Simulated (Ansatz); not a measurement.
Geometry optimisation, RHF/def2-TZVP in Ansatz.

Input file:

```yaml
crystal:
  periodic: [false, false, false]
  atoms:
    - { symbol: C, position_ang: [0.3164, 0.8884, -1.6388] }
    - { symbol: C, position_ang: [0.1298, 0.3739, -0.5909] }
    - { symbol: Al, position_ang: [-0.1161, -0.5184, 1.1033] }
    - { symbol: Cl, position_ang: [-1.1688, -2.3874, 1.2332] }
    - { symbol: H, position_ang: [0.3879, 1.4148, -2.5995] }
    - { symbol: H, position_ang: [0.4929, 0.1646, 2.4466] }
basis:
  gaussian: { orbitals: def2-TZVP }
hamiltonian:
  xc: hf
relax:
  f_tol: 0.02
  max_steps: 50
```

Launched with:

```bash
$ ansatz run input.yaml --threads 2 --pin off --max-ram 3072MiB --backend cpu --events-out ev --progress --plain --runs-dir out
```

Task: Where does it end, and by what steps?

Result: It converged. After 4 steps the energy has fallen by 0.130 eV; Cl4 moved furthest, 0.10 Å.

```json
{"step": "0", "energy less start (eV)": "0.0000", "largest force component (eV/Å)": "2.449", "accepted": "yes"}
{"step": "1", "energy less start (eV)": "-0.1189", "largest force component (eV/Å)": "0.283", "accepted": "yes"}
{"step": "2", "energy less start (eV)": "-0.1250", "largest force component (eV/Å)": "0.234", "accepted": "yes"}
{"step": "3", "energy less start (eV)": "-0.1275", "largest force component (eV/Å)": "0.154", "accepted": "yes"}
{"step": "4", "energy less start (eV)": "-0.1299", "largest force component (eV/Å)": "0.006", "accepted": "yes"}
```

```xyz
6
Properties=species:S:1:pos:R:3
C 0.272 0.893 -1.633
C 0.122 0.347 -0.583
Al -0.094 -0.491 1.111
Cl -1.129 -2.309 1.195
H 0.403 1.373 -2.565
H 0.468 0.123 2.429
```

Whether the end is a true minimum wasn't checked by a vibrational analysis.

The run took 16 s on 2 threads of Intel(R) Xeon(R) Platinum 8259CL CPU @ 2.50GHz (Skylake/Cascade Lake) (shared host), peak memory 0.33 GiB.
